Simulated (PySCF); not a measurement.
C₅H₅F, SMILES C=CC=C=CF. Geometry optimised at B3LYP-D3(BJ)/def2-SVP. The structure was generated by enumeration, and PubChem lists no compound with its InChIKey, so it may never have been made. The values are those of a single conformer.

Method: B3LYP-D3(BJ)/def2-SVP (PySCF).

Harmonic wavenumbers (cm⁻¹): 98, 128, 223, 315, 383, 508, 650, 669, 823, 916, 916, 947, 1032, 1046, 1167, 1201, 1286, 1308, 1402, 1477, 1693, 2065, 3107, 3140, 3167, 3171, 3241. Rotational constants (GHz): 19.65, 1.311, 1.285; symmetry number 1.

Problem. Work out the zero-point energy and the ideal-gas rigid-rotor harmonic-oscillator thermochemistry at 298.15 K and 1 atm.

Solution. ZPE = ½ Σ hcν = ½ × 36081 cm⁻¹ = 215.81 kJ/mol. H − E(el) = 234.94 kJ/mol. Entropy in J/(mol K): translation 164.02, rotation 111.61, vibration 54.45, total 330.08. G − E(el) = 136.52 kJ/mol. Cp = 98.23 J/(mol K). Modes under 150 cm⁻¹ make the vibrational entropy uncertain.
